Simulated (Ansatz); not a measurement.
**Ligand exchange: Sn(CH3)Br + GeH3Cl → Sn(CH3)Cl + GeH3Br**

Species: Sn(CH3)Br, singlet; GeH3Cl `[Cl][GeH3]`, singlet; Sn(CH3)Cl, singlet; GeH3Br `[GeH3][Br]`, singlet. The partners trade Br for Cl: Sn–Br and Ge–Cl bonds give way to Sn–Cl and Ge–Br.

Shapes, held fixed at every level: PBE0-D4/def2-TZVP. Programs: Ansatz 0.2.0. The zero-point and thermal change to 298 K, harmonic and unscaled (PBE0-D4/def2-TZVP), is -0.5 kJ/mol.

```
               level                   kind  ΔH(298 K) (kJ/mol)  less CCSD(T)/def2-TZVPP
         HF/def2-SVP           Hartree–Fock                +8.0                     +2.9
r2SCAN-D4/def2-TZVPP               meta-GGA                +5.3                     +0.2
 BHLYP-D4/def2-TZVPP          global hybrid                +6.6                     +1.5
   B2PLYP/def2-TZVPP          double hybrid                +5.5                     +0.4
    CCSD(T)/def2-SVP  coupled cluster or CI                +9.9                     +4.8
       CCSD/def2-SVP  coupled cluster or CI               +10.0                     +4.9
     CCSD/def2-TZVPP  coupled cluster or CI                +5.1                      0.0
  CCSD(T)/def2-TZVPP  coupled cluster or CI                +5.1                      0.0
```

The highest level, CCSD(T)/def2-TZVPP, gives ΔH(298 K) = +5.1 kJ/mol; the levels span +5.1 to +10.0. The column of differences is taken from that level and isn't an error. No measured value is set beside it here. For atoms past krypton def2 sets carry core potentials with scalar relativity. Relativity is left out for Br, Ge. Outer-core shells of Br, Ge, Sn are correlated in most correlated rows, in sets that cover them unevenly.
